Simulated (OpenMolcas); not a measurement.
**How basis sets differ on GeHCl (SMILES [Cl][GeH])**

GeHCl has 3 atoms, charge 0, and is taken as a singlet. SMILES: `[Cl][GeH]`. The shape comes from GFN2-xTB, which is rough for such elements, and wasn't checked as a minimum.

```xyz
3

Cl    1.1877   -0.8686    0.5480
Ge   -0.6582   -0.3878   -0.3991
H    -0.5295    1.2564   -0.1489
```

Each level gives the HOMO–LUMO gap (eV). The values are calculated.

```json
{"level": "HF/STO-3G", "kind": "Hartree–Fock", "program": "OpenMolcas", "value (eV)": "10.88", "CPU time": "1.8 s"}
{"level": "HF/3-21G", "kind": "Hartree–Fock", "program": "OpenMolcas", "value (eV)": "9.38", "CPU time": "1.9 s"}
{"level": "HF/def2-SVP", "kind": "Hartree–Fock", "program": "OpenMolcas", "value (eV)": "9.62", "CPU time": "3.1 s"}
{"level": "HF/pcseg-2", "kind": "Hartree–Fock", "program": "OpenMolcas", "value (eV)": "9.50", "CPU time": "13 s"}
{"level": "HF/aug-pcseg-2", "kind": "Hartree–Fock", "program": "OpenMolcas", "value (eV)": "9.39", "CPU time": "22 s"}
{"level": "HF/pcseg-3 (Cholesky decomposition)", "kind": "Hartree–Fock", "program": "OpenMolcas", "value (eV)": "9.47", "CPU time": "34 s"}
```

All-electron rows without a relativistic Hamiltonian named are non-relativistic. The values span 9.38 to 10.88 eV. A Hartree–Fock LUMO above zero doesn't converge with the basis: it sinks as sets grow more diffuse. Orbital gaps aren't excitation energies. CPU times are rough (shared hosts, several kinds of processor): they show what a rung costs within a factor of a few.
